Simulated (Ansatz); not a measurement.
Relative stability

The two ends of one reaction step of SiH4Cl3O2F, singlet (PBE0-D4/def2-TZVP).

A:

| atom | x (Å) | y (Å) | z (Å) |
| --- | --- | --- | --- |
| Si1 | -0.8090 | 1.0112 | -0.1889 |
| O2 | 0.3283 | -0.1982 | -0.9260 |
| Cl3 | -1.7992 | 0.8495 | -2.1177 |
| Cl4 | -0.5994 | 3.0495 | -0.3165 |
| Cl5 | -2.3752 | 0.2069 | 0.8802 |
| H6 | 1.3797 | -0.7325 | 1.5013 |
| F7 | 0.2465 | 0.9066 | 1.0848 |
| H8 | 0.8492 | -0.8179 | -0.2966 |
| O9 | 1.5681 | -1.4445 | 0.8717 |
| H10 | -0.0071 | -0.5779 | -1.7498 |
| H11 | 1.2181 | -2.2526 | 1.2575 |

B:

| atom | x (Å) | y (Å) | z (Å) |
| --- | --- | --- | --- |
| Si1 | -1.2744 | 0.9343 | -0.9284 |
| O2 | 0.1976 | 0.7091 | -1.5020 |
| Cl3 | -2.5350 | 1.2221 | -2.4766 |
| Cl4 | -1.3953 | 2.4842 | 0.3731 |
| Cl5 | -1.9377 | -0.7345 | 0.0959 |
| H6 | 1.7187 | -0.3666 | 0.8406 |
| F7 | 2.0899 | 0.3578 | 0.3174 |
| H8 | 1.2225 | -2.3755 | 1.3438 |
| O9 | 0.9410 | -1.4788 | 1.5445 |
| H10 | 0.9617 | 0.6648 | -0.8908 |
| H11 | 0.0111 | -1.4168 | 1.2824 |

Ansatz 0.2.0; basis: def2-TZVPP; cores frozen in the correlated methods. B3LYP uses VWN-RPA correlation.

Task: Which structure is lower at CCSD(T), and by how much? (To be estimated.)

Result: The calculation gives: B, by 0.450 eV (electronic energy, against the other). By their contacts, A is a complex of SiH₂Cl₃OF ([OH2][Si]([F])([Cl])([Cl])[Cl]) + H₂O and B is a complex of SiHCl₃O ([OH][Si]([Cl])([Cl])[Cl]) + H₂O + HF.

All methods give the same order:

| method | E(B) − E(A) (eV) |
| --- | --- |
| SPW92 | -0.130 |
| PBE-D4 | -0.431 |
| BLYP-D4 | -0.541 |
| r2SCAN-D4 | -0.334 |
| B97M-V | -0.353 |
| PBE0-D4 | -0.402 |
| B3LYP-D4 | -0.500 |
| r2SCAN0-D4 | -0.333 |
| BHLYP-D4 | -0.462 |
| CAM-B3LYP-D4 | -0.423 |
| wB97X-V | -0.374 |
| wB97M-V | -0.331 |
| B2PLYP | -0.487 |
| PBE-QIDH | -0.384 |
| RPA on PBE | -0.471 |
| HF | -0.639 |
| MP2 | -0.443 |
| CCSD | -0.472 |
| CCSD(T) | -0.450 |

No T1 diagnostic of these runs exceeds 0.010.

Labels in which every atom is bracketed show which atoms are joined, not bond orders.

For scale, one of the runs: CCSD(T)/def2-TZVPP, 317 basis functions, launched by `ansatz run in.yaml --threads 5 --pin off --events-out ev --progress --plain --max-ram 66560MiB --backend cuda --devices 0, --max-vram 37GiB`. The run took 16 s on 5 CPU threads of an AMD EPYC 7R13 and a share of one NVIDIA H100 (shared host), with 0.85 GiB of host memory at its peak.
